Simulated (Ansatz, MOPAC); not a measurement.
Energy landscape of CCl₂, singlet: symmetric bend, bond length relaxed. Scanned: Cl-C-Cl angle. Other coordinates (C-Cl bond length) were minimised at B3LYP/def2-TZVP.

Levels of theory: PM3, restricted, heats of formation (MOPAC); CCSD(T)/aug-cc-pVQZ = CCSD(T) on RHF/aug-cc-pVQZ, frozen core run with Ansatz (a program for electronic structure); RHF/aug-cc-pVQZ (Ansatz).

Energies in kcal/mol, each method relative to its own lowest point.

```
a / °         PM3  CCSD(T)/aug-cc-pVQZ  RHF/aug-cc-pVQZ
-----  ----------  -------------------  ---------------
167             —                 66.2             64.4
157             —                 51.6             50.7
147    (withheld)                 34.9             35.0
137           8.7                 20.3             20.2
127    (withheld)                  8.9              8.4
117           0.0                  1.8       (withheld)
107           1.3                  0.0              0.0
97     (withheld)                  5.4              7.1
87           22.6                 20.8             25.5
80           38.4                 39.3       (withheld)
```

What belongs in the gaps?


- 147, PM3: 15.7
- 127, PM3: 2.8
- 117, RHF/aug-cc-pVQZ: 1.2
- 97, PM3: 8.3
- 80, RHF/aug-cc-pVQZ: 47.4

A dash means that the run gave no value there, or that the column was ended at a point which the program doubted or which failed a test of continuity chosen for this set; such a test can also cut sound points.
